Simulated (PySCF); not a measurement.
**State search for HfN**

Unrestricted PBE0; PySCF, scalar-relativistic core potentials, basis sets Hf def2-TZVPPD with ECP60, N def2-TZVPPD. Outer shells of the fragments: Hf 5d2 6s2; N 2s2 2p3.

Followed along the bond (rough minima from three points):

| 2Ms+1 | unpaired | ⟨S²⟩ at the start | R at minimum (Å) | Te (eV) |
| --- | --- | --- | --- | --- |
| 2 | σ ↑ | 0.93 | 1.72 | 0.00 |
| 2 | π ↑ | 1.13 | 1.85 | 0.96 |
| 4 | σ ↑↑, δ ↑ | 3.77 | 1.79 | 1.60 |
| 4 | σ ↑, π ↑, δ ↑ | 3.76 | 1.87 | 1.65 |
| 4 | σ ↑, π ↑, δ ↑ | n/a | 1.87 | 1.66 |
| 2 | σ ↑, π ↑, δ ↓ | 1.80 | 1.88 | 2.31 |

Solutions found at the starting distance of 2.055 Å, counted from the lowest of them; the search is not exhaustive and high or unbound solutions are not listed, so other states can lie among these:

| 2Ms+1 | unpaired | term | E (eV) | ⟨S²⟩ | ⟨Lz²⟩ | μ (D) |
| --- | --- | --- | --- | --- | --- | --- |
| 2 | π ↑ | mixed | 0.00 | 1.13 | 1.73 | -4.84 |
| 2 | σ ↑ | ²Σ⁺ | 0.09 | 0.93 | 0.00 | -4.81 |
| 4 | σ ↑, π ↑, δ ↑ | mixed | 0.54 | 3.76 | 5.02 | -5.73 |
| 4 | σ ↑↑, δ ↑ | ⁴Δ | 1.08 | 3.77 | 4.01 | -5.81 |
| 2 | σ ↑, π ↑, δ ↓ | mixed | 1.13 | 1.80 | 5.05 | -4.94 |
| 2 | σ ↑, π ↑, δ ↓ | mixed | 1.14 | 1.79 | 5.04 | -4.95 |
| 2 | σ ↓, π ↑, δ ↑ | mixed | 1.18 | 1.76 | 5.04 | -5.37 |
| 2 | σ ↓, π ↑, δ ↑ | mixed | 1.18 | 1.76 | 5.04 | -5.38 |
| 4 | π ↑↑, δ ↑ | ⁴Δ | 1.36 | 3.79 | 4.01 | -1.85 |
| 2 | π ↑↑, δ ↓ | mixed | 1.41 | 1.79 | 4.01 | -1.90 |
| 4 | σ ↑, π ↑↑ | mixed | 1.45 | 3.76 | 2.04 | -4.16 |
| 4 | σ ↑, π ↑↑ | mixed | 1.72 | 3.76 | 2.11 | -4.22 |
| 2 | σ ↑, π ↑↓ | mixed | 1.99 | 1.85 | 2.58 | -3.78 |

A term symbol is given only where ⟨S²⟩ and ⟨Lz²⟩ are close to those of a pure state; real π, δ and φ orbitals otherwise mix terms. A positive dipole means Hf(−)N(+).

Q: Compare the gap between the two lowest followed solutions at the starting distance with the gap between their minima.

A: At PBE0 the second solution (Ms = 0.5 of mixed spin, unpaired electrons π ↑) lies -0.09 eV from the first (doublet, unpaired electrons σ ↑) at 2.055 Å and +0.96 eV at the minima; the two curves relax by different amounts, since their minima lie near 1.85 and 1.72 Å.

Spin–orbit coupling is left out. The state is the lowest single determinant that the PBE0 search found; with open d or f shells the true ground state can be another one.
